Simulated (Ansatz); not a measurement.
`N=C[SiH2]CBr` + `N[SiH2]CF` → `N=C[SiH2]N` + `FC[SiH2]CBr`  (redistribution)

Computed with Ansatz on PBE0-D4/def2-TZVP structures; ΔE is electronic, products minus reactants. CCSD(T)/CBS is the MP2 limit (def2-TZVPP, def2-QZVPP) plus CCSD(T) − MP2 in def2-TZVPP, frozen cores. Functionals use def2-TZVPP. B3LYP here is the variant with VWN-RPA as its local correlation; programs differ in this. For Br outer-core shells are correlated without core-valence functions, which leaves a few kJ/mol of doubt a bond. Scalar relativity is left out up to krypton. One conformer a species, not always the lowest.

`N=C[SiH2]CBr`:

Z-matrix (Å, degrees):
```
Si
C 1 1.890
C 1 1.873 2 108.1
H 1 1.485 2 110.7 3 122.0
H 1 1.491 2 108.2 3 -118.9
N 2 1.269 1 117.4 3 24.6
H 2 1.100 1 120.3 3 -156.5
Br 3 1.946 1 109.3 2 72.5
H 3 1.088 1 113.5 2 -168.3
H 3 1.089 1 110.6 2 -44.4
H 6 1.022 2 112.1 1 178.9
```

`N[SiH2]CF`:

```xyz
10

N     0.022   -1.520    0.550
Si    0.407   -0.258   -0.549
C    -0.532    1.286    0.006
F    -0.148    1.610    1.311
H     0.235   -2.475    0.314
H     0.153   -1.357    1.537
H     1.852    0.108   -0.640
H    -0.054   -0.661   -1.904
H    -0.321    2.150   -0.633
H    -1.614    1.118    0.008
```

`N=C[SiH2]N`:

Z-matrix (Å, degrees):
```
Si
C 1 1.895
N 1 1.713 2 115.4
H 1 1.488 2 106.8 3 -121.4
H 1 1.488 2 106.9 3 121.4
N 2 1.271 1 119.5 3 0.0
H 2 1.104 1 118.8 3 179.9
H 3 1.009 1 117.5 2 67.5
H 3 1.009 1 117.4 2 -66.0
H 6 1.023 2 111.6 1 180.0
```

`FC[SiH2]CBr`:

```xyz
11

F     0.183   -0.589   -2.123
C     1.017    0.026   -1.191
Si    0.442   -0.424    0.552
C    -1.333    0.142    0.789
Br   -1.421    2.083    0.655
H     2.043   -0.308   -1.377
H     0.976    1.107   -1.358
H     0.497   -1.901    0.726
H     1.324    0.239    1.546
H    -1.735   -0.121    1.766
H    -1.992   -0.253    0.016
```

```tsv
level	ΔE (kJ/mol)	difference from CCSD(T)/CBS
r2SCAN-D4	-3.4	-1.1
PBE0-D4	-3.0	-0.7
ωB97X-V	-2.5	-0.2
B2PLYP	-2.8	-0.5
r2SCAN	-3.6	-1.3
PBE0	-3.6	-1.3
B3LYP	-3.5	-1.2
HF/def2-TZVPP	-3.4	-1.1
MP2/def2-TZVPP	-1.8	0.5
SCS-MP2/def2-TZVPP	-1.9	0.4
CCSD/def2-TZVPP	-2.5	-0.2
CCSD(T)/def2-TZVPP	-2.5	-0.2
MP2/def2-QZVPP	-1.7	0.6
HF/CBS(def2)	-3.5	-1.2
MP2/CBS(def2)	-1.6	0.7
CCSD/CBS(def2)	-2.3	0.0
CCSD(T)/CBS	-2.3	0
```

Largest T1 diagnostic among the species: 0.012.
